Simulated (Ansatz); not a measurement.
Geometry optimisation, Ansatz, RKS PBE-D4/def2-SVP.

Input:

```yaml
crystal:
  periodic: [false, false, false]
  atoms:
    - { symbol: Ge, position_ang: [0.0, 0.0, 0.0] }
    - { symbol: Cl, position_ang: [0.0, 0.0, 2.57] }
    - { symbol: Cl, position_ang: [2.0935, 0.0, -0.7393] }
    - { symbol: Cl, position_ang: [-1.0456, 1.8115, -0.7393] }
    - { symbol: F, position_ang: [-0.7913, -1.3709, -0.5594] }
    - { symbol: "N", position_ang: [1.159, 1.7479, 0.6969] }
    - { symbol: H, position_ang: [2.0156, 1.6075, 1.3053] }
    - { symbol: H, position_ang: [0.8584, 2.7267, 0.4227] }
    - { symbol: H, position_ang: [0.8065, 1.2163, 1.8686] }
basis:
  gaussian: { orbitals: def2-SVP }
hamiltonian:
  xc: pbe
  dispersion: d4
relax:
  f_tol: 0.15
  max_steps: 25
  restrain:
    - { distance: [0, 5], at: 3.11, k: 30.0 }
    - { distance: [8, 1], at: 2.57, k: 30.0 }
    - { distance: [0, 1], at: 2.22, k: 30.0 }
    - { distance: [8, 5], at: 1.06, k: 30.0 }
```

Command:

```bash
$ ansatz run input.yaml --threads 4 --pin off --max-ram 5120MiB --backend cpu --events-out ev --progress --plain --runs-dir out
```

Task: Where does it end, and by what steps?

Result: It converged. The restraints hold the end off the free minimum; the threshold counts their pulls, which the force column leaves out. Restrained pairs: Ge1–N6 (2.21 → 3.11 Å), Cl2–H9 (1.62 → 2.57 Å), Ge1–Cl2 (2.57 → 2.20 Å), N6–H9 (1.33 → 1.04 Å). After 9 steps the energy has fallen by 3.430 eV (the restraints' own energy left out); N6 moved furthest, 0.87 Å.

| step | energy less start (eV) | largest force component (eV/Å) | accepted |
| --- | --- | --- | --- |
| 0 | 0.0000 | 5.009 | yes |
| 1 | -0.6676 | 5.243 | yes |
| 2 | -1.0455 | 5.872 | yes |
| 3 | -1.9237 | 4.575 | yes |
| 4 | -2.9649 | 2.423 | yes |
| 5 | -3.4024 | 0.712 | yes |
| 6 | -3.4287 | 0.639 | yes |
| 7 | -3.3779 | 0.989 | no |
| 8 | -3.4259 | 0.625 | no |
| 9 | -3.4296 | 0.599 | yes |

```xyz
9
Properties=species:S:1:pos:R:3
Ge -0.032 -0.108 0.034
Cl -0.282 -0.412 2.199
Cl 1.974 -0.381 -0.702
Cl -1.111 1.566 -0.785
F -0.880 -1.479 -0.626
N 1.471 2.323 1.271
H 2.174 1.708 0.855
H 0.834 2.684 0.557
H 0.947 1.837 2.023
```

Time of the run: 17 s on 4 threads of Arm Neoverse V2, with other jobs on the host, peak memory 0.21 GiB.
